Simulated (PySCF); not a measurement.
**Electron correlation in P (phosphorus, neutral)**

[Ne] 3s1 3p4, high-spin 4P determinant (an excited configuration). Calculation: PySCF 2.14, in x2c-QZVPPall (9s6p4d2f1g, 70 functions); scalar relativity by spin-free X2C-1e. Frozen: 1s2; 13 electrons correlated.

| level | correlation energy (mhartree) |
| --- | --- |
| CCSD | -297.56 |
| (T) | -12.59 |
| CCSD(T) | -310.15 |

Diagnostics: T1 = 0.021, D1 = 0.1037, largest double amplitude 0.215.

A double-excitation amplitude exceeds 0.15, a sign of near-degeneracy.

Cost of the coupled-cluster step: of the order of 30 core-seconds, for 13 correlated electrons.

This basis was not built for core-valence correlation, so the inner-shell part is incomplete.
